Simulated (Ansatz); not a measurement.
CHO2 (SMILES O=C=[OH+]), charge +1, singlet, at a GFN2-xTB geometry; B2PLYP/def2-SVP run with Ansatz (a first-principles code).

The Ansatz input:
Ansatz 0.2 input:
```yaml
crystal:
  periodic: [false, false, false]
  atoms:
    - {symbol: C, position_ang: [-0.00695796, 0.00985104, -0.11037218]}
    - {symbol: O, position_ang: [-0.02341240, -0.02147629, 1.07634088]}
    - {symbol: O, position_ang: [0.09771270, -0.03387449, -1.21876599]}
    - {symbol: H, position_ang: [-0.55265466, 0.38369998, 1.80163397]}
basis:
  gaussian:
    orbitals: def2-SVP
hamiltonian:
  xc: {name: B2PLYP}
total_charge: 1
```

What the program printed (banner, timings and long lists left out):

```
Functional definition: B2PLYP
455 factors; integrals over basis functions are off by at most 1.4e-3 eV
mean field evaluation 1: about -5118.4645 eV, gradient 6.3e1 eV
mean field evaluation 2: about -5118.4632 eV, gradient 6.3e1 eV
mean field evaluation 4: about -5124.6254 eV, gradient 1.3e1 eV
mean field evaluation 8: about -5124.9272 eV, gradient 5.3e-1 eV
mean field evaluation 16: about -5124.9279 eV, gradient 3.1e-5 eV
mean field -5124.92790566 eV, -188.3376267320 hartree, gradient 3.2e-6 eV, S^2 0.000000; 0 other end points of the search recorded, 0 dependent functions left out
3 core orbitals not correlated
reference -5124.92797787 eV, -188.3376293858 hartree; 8, 8 occupied and 36, 36 virtual orbitals, 455 factors
second order -16.16014876 eV of doubles, -0.00000000 eV of singles
Total energy: -5129.29121804 eV, -188.4979755044 hartree
```
